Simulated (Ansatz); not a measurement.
`N=C(F)[SiH](F)[SiH3]` + HCl → `F[SiH]([SiH3])Cl` + `N=CF`  (ligand exchange at the Si–C bond)

Isolated molecules relaxed with PBE0-D4/def2-TZVP in Ansatz; ΔE leaves out vibrations. CCSD(T)/CBS is the MP2 limit (def2-TZVPP, def2-QZVPP) plus CCSD(T) − MP2 in def2-TZVPP, frozen cores. This one scheme is used for every species. DFT in def2-TZVPP. B3LYP here is the variant with VWN-RPA as its local correlation; programs differ in this. HSE06 is defined as in plane-wave codes. Each species was taken in one conformer, which may not be the lowest.

`N=C(F)[SiH](F)[SiH3]`:

Z-matrix (Å, degrees):
```
Si
F 1 1.602
C 1 1.896 2 108.0
Si 1 2.338 2 111.9 3 -118.0
H 1 1.485 2 107.5 3 115.5
F 3 1.354 1 116.9 2 44.2
N 3 1.249 1 120.7 2 -137.8
H 4 1.484 1 108.7 2 -174.8
H 4 1.487 1 109.2 2 -55.7
H 4 1.484 1 109.7 2 64.3
H 7 1.022 3 113.2 1 -176.9
```

HCl:

```xyz
2

Cl   -0.409   -0.263   -0.415
H     0.409    0.263    0.415
```

`F[SiH]([SiH3])Cl`:

Cartesian coordinates in Å:
```
F 1.466 1.317 1.093
Si 1.090 0.270 -0.053
Si -1.144 -0.385 0.173
Cl 1.332 1.202 -1.862
H 2.084 -0.826 0.014
H -1.353 -1.038 1.492
H -1.459 -1.350 -0.913
H -2.017 0.810 0.056
```

`N=CF`:

Z-matrix (Å, degrees):
```
C
N 1 1.242
F 1 1.328 2 120.0
H 1 1.092 2 129.8 3 -180.0
H 2 1.016 1 110.6 3 -180.0
```

```csv
level,ΔE (kcal/mol),difference from CCSD(T)/CBS
LDA (SPW92),-23.8,1.3
revPBE-D4,-23.6,1.5
BLYP-D4,-23.5,1.6
r2SCAN-D4,-25.6,-0.5
B97M-V,-26.4,-1.3
PBE0-D4,-25.4,-0.3
B3LYP-D4,-24.7,0.4
r2SCANh-D4,-26.0,-0.9
r2SCAN0-D4,-26.5,-1.4
HSE06-D4,-25.5,-0.4
BHLYP-D4,-26.3,-1.2
CAM-B3LYP-D4,-24.9,0.2
ωB97X-V,-25.1,0.0
ωB97M-V,-25.3,-0.2
B2PLYP,-25.7,-0.6
PBE-QIDH,-26.4,-1.3
PBE,-24.7,0.4
revPBE,-25.1,0.0
r2SCAN,-25.9,-0.8
B3LYP,-25.7,-0.6
r2SCANh,-26.2,-1.1
r2SCAN0,-26.8,-1.7
BHLYP,-27.0,-1.9
CAM-B3LYP,-25.5,-0.4
RPA@PBE/def2-TZVPP,-23.0,2.1
HF/def2-SVP,-26.9,-1.8
MP2/def2-SVP,-23.9,1.2
CCSD/def2-SVP,-23.4,1.7
CCSD(T)/def2-SVP,-22.8,2.3
HF/def2-TZVPP,-28.7,-3.6
MP2/def2-TZVPP,-25.8,-0.7
SCS-MP2/def2-TZVPP,-25.5,-0.4
CCSD/def2-TZVPP,-24.9,0.2
CCSD(T)/def2-TZVPP,-24.3,0.8
HF/def2-QZVPP,-28.9,-3.8
MP2/def2-QZVPP,-26.3,-1.2
SCS-MP2/def2-QZVPP,-26.0,-0.9
HF/CBS(def2),-28.9,-3.8
MP2/CBS(def2),-26.6,-1.5
CCSD/CBS(def2),-25.7,-0.6
CCSD(T)/CBS,-25.1,0
```

Largest T1 diagnostic among the species: 0.014.

The D4 term adds +1.0 kcal/mol with B3LYP and +0.6 kcal/mol with PBE0; it sums over pairs of atoms, weighted by their polarisabilities, and B3LYP, whose exchange is more repulsive, gets the larger term. Leaving LDA and LC-ωPBE aside and taking each functional with its dispersion term where it has one, the values spread over 3.0 kcal/mol, from r2SCAN0-D4 to BLYP-D4. LDA lies +0.9 kcal/mol from PBE without D4. From r2SCAN to r2SCAN0 (25 % exact exchange), in def2-TZVPP and without D4, ΔE moves by −0.9 kcal/mol.
